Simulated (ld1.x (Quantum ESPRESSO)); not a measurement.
## LDA (PZ) ultrasoft dataset for Hg (Z = 80), scalar-relativistic all-electron reference.

ld1.x (Quantum ESPRESSO) 7.5 input, shortened:

```
&input
   title='Hg', zed=80., rel=1, dft='PZ', iswitch=3,
   config='[Xe] 4f14 5d10 6s2 6p0'
 /
 &inputp
   pseudotype=3, tm=.true., lloc=-1, rcloc=1.70,
   nlcc=.true., new_core_ps=.true., rcore=1.25,
   which_augfun='PSQ', rmatch_augfun=0.90
 /
6
5S  1  0   2.00   0.00  1.15  1.30  0.0
6S  2  0   2.00   0.00  1.15  1.30  0.0
5P  2  1   6.00   0.00  1.70  2.00  0.0
6P  3  1   0.00   0.00  1.70  2.00  0.0
5D  3  2  10.00   0.00  1.25  1.70  0.0
5D  3  2   0.00   1.65  1.25  1.70  0.0
 &test
   configts(1)='5s2 5p6 5d10 6s2 6p0'
 /
```

All-electron outer shells of the reference configuration (LDA (PZ), scalar-relativistic, ld1.x):

| shell | level (eV) | outermost node (bohr) | outermost maximum (bohr) |
| --- | --- | --- | --- |
| 4d | -348.69 | 0.20 | 0.40 |
| 5s | -118.56 | 0.47 | 0.82 |
| 4f | -96.34 | – | 0.37 |
| 5p | -66.76 | 0.51 | 0.92 |
| 5d | -10.07 | 0.55 | 1.17 |
| 6s | -7.13 | 1.08 | 2.21 |
| 6p | -1.19 | 1.27 | 3.26 |

Does the generator finish with these settings?

Yes, a potential is produced and its reference levels are reproduced.

Is the overlap operator S = 1 + Σ q|β⟩⟨β| positive definite (Bessel basis up to 400 Ry)?

No: its lowest eigenvalue is -2.182, in the p channel, so the generalised eigenproblem breaks down once the basis is large enough.

Tests: 5s2 5p6 5d10 6s1 6p0; 5s2 5p6 5d10 6s0 6p0; 5s2 5p6 5d9 6s0 6p0; 5s2 5p6 5d10 6s1.5 6p0; 5s2 5p6 5d10 6s0 6p2; 5s2 5p6 5d9 6s2 6p1; 5s2 5p6 5d9 6s2 6p0. Which has the largest error in its energy relative to the reference configuration, and how large is it?

5s2 5p6 5d9 6s0 6p0, with -34 meV (all-electron minus pseudo) on +66.26 eV.

The ghost test of this file was not conclusive. Its overlap operator is not positive definite in a basis up to 400 Ry (lowest eigenvalue s -0.19, p -2.18), so the file is unfit for use: the generalised eigenproblem breaks down once the basis is large enough, and its test numbers describe a broken file.
